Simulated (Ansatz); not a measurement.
`C[SiH2]C(F)(F)Cl` + HBr → `FC(F)(Cl)Br` + `C[SiH3]`  (substitution at a C–Si bond)

Isolated molecules relaxed with PBE0-D4/def2-TZVP in Ansatz; ΔE leaves out vibrations. CCSD(T)/CBS is the MP2 limit (def2-TZVPP, def2-QZVPP) plus CCSD(T) − MP2 in def2-TZVPP, frozen cores. This one scheme is used for every species. Functionals use def2-TZVPP. B3LYP here is the variant with VWN-RPA as its local correlation; programs differ in this. For Br outer-core shells are correlated without core-valence functions, which leaves a few kJ/mol of doubt a bond. Scalar relativity is left out up to krypton. One conformer a species, not always the lowest.

| level | ΔE (kcal/mol) | difference from CCSD(T)/CBS |
| --- | --- | --- |
| LDA (SPW92) | 13.0 | -2.1 |
| PBE-D4 | 13.2 | -1.9 |
| B3LYP-D4 | 14.6 | -0.5 |
| r2SCANh-D4 | 14.1 | -1.0 |
| r2SCAN0-D4 | 14.5 | -0.6 |
| ωB97M-V | 14.7 | -0.4 |
| revPBE | 12.3 | -2.8 |
| BLYP | 13.0 | -2.1 |
| r2SCANh | 13.8 | -1.3 |
| CAM-B3LYP | 14.6 | -0.5 |
| CCSD/def2-SVP | 15.3 | 0.2 |
| HF/def2-TZVPP | 15.4 | 0.3 |
| SCS-MP2/def2-TZVPP | 13.7 | -1.4 |
| CCSD/def2-TZVPP | 15.1 | 0.0 |
| SCS-MP2/def2-QZVPP | 14.1 | -1.0 |
| MP2/CBS(def2) | 14.3 | -0.8 |
| CCSD(T)/CBS | 15.1 | 0 |

Largest T1 diagnostic among the species: 0.012.

From BLYP to BHLYP (50 % exact exchange), in def2-TZVPP and without D4, ΔE moves by +1.9 kcal/mol. The D4 term adds +0.8 kcal/mol with B3LYP and +0.6 kcal/mol with PBE0; it sums over pairs of atoms, weighted by their polarisabilities, and B3LYP, whose exchange is more repulsive, gets the larger term.

CCSD(T)/CBS has its own doubt, a few kJ/mol and more with outer-core shells, so smaller differences from it don't rank the levels.
